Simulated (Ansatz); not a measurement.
Program: Ansatz 0.2.0.

Basis-set series for CH4AlBrO2 (`C[O][Al]([OH])[Br]`). Total charge 0; spin multiplicity 1. Geometry: relaxed with PBE0-D4/def2-TZVP. It is one conformer, not always the lowest.

| functional | basis | functions | energy (Eh) | HOMO (eV) | LUMO (eV) |
| --- | --- | --- | --- | --- | --- |
| PBE0-D4 | def2-TZVPP | 239 | -3007.19617 | -8.38 | -0.71 |
| PBE0-D4 | def2-QZVPP | 450 | -3007.26803 | -8.41 | -0.89 |
| ωB97M-V | def2-TZVPP | 239 | -3007.59176 | -10.76 | 0.93 |
| ωB97M-V | def2-QZVPP | 450 | -3007.66079 | -10.80 | 0.52 |

Task: Give the rows for def2-SVP. (Estimate.)

Result: The calculation gave: 
| functional | basis | functions | energy (Eh) | HOMO (eV) | LUMO (eV) |
| --- | --- | --- | --- | --- | --- |
| PBE0-D4 | def2-SVP | 112 | -3006.56154 | -8.21 | -0.49 |
| ωB97M-V | def2-SVP | 112 | -3006.95321 | -10.57 | 1.17 |

Positive LUMOs are unbound and depend on the basis. Scalar relativity is left out up to krypton.
